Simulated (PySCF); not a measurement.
**Shieldings and the share of exact exchange**

Molecule: `C(#N)[Si@H]([SiH3])O[SiH3]`, CH$_{7}$NOSi$_{3}$.

Structure with atom numbers: `[N:1]#[C:2][Si@H:3]([SiH3:4])[O:5][SiH3:6]`. Each H is labelled by its parent atom.

GIAO shieldings (ppm, equivalent atoms averaged) in PySCF 2.14 on the PBE0-D3(BJ)/def2-SVP geometry, basis pcSseg-1, gas phase, non-relativistic:

```tsv
functional	exact exchange (%)	σ(N1)	σ(Si6)	σ(Si3)	σ(Si4)
BLYP	0	-108.1	365.1	368.7	434.0
BP86	0	-104.0	367.5	374.8	443.7
PBE	0	-105.6	368.7	375.5	446.7
B3LYP	20	-111.7	377.6	380.2	444.3
PBE0	25	-109.5	384.9	390.0	458.5
BHandHLYP	50	-116.7	397.6	398.5	459.6
HF	100	-122.9	434.3	433.1	487.0
```

Task: Fit each shielding as a line in the percentage of exact exchange.

Result: σ(N1) = -106.4 − 0.17 x (rms 1.6 ppm); σ(Si6) = 366.5 + 0.67 x (rms 1.8 ppm); σ(Si3) = 372.2 + 0.59 x (rms 3.1 ppm); σ(Si4) = 441.0 + 0.45 x (rms 5.0 ppm). The functionals also differ in their semilocal parts, which the line can't hold; Hartree–Fock has no correlation at all.

Task: What does the line predict for mPW1PW91 (25 %), and what does the run give?

Result: σ(N1): -110.7 predicted, -109.9 computed; σ(Si6): 383.2 predicted, 383.7 computed; σ(Si3): 386.9 predicted, 388.8 computed; σ(Si4): 452.2 predicted, 455.0 computed ppm.
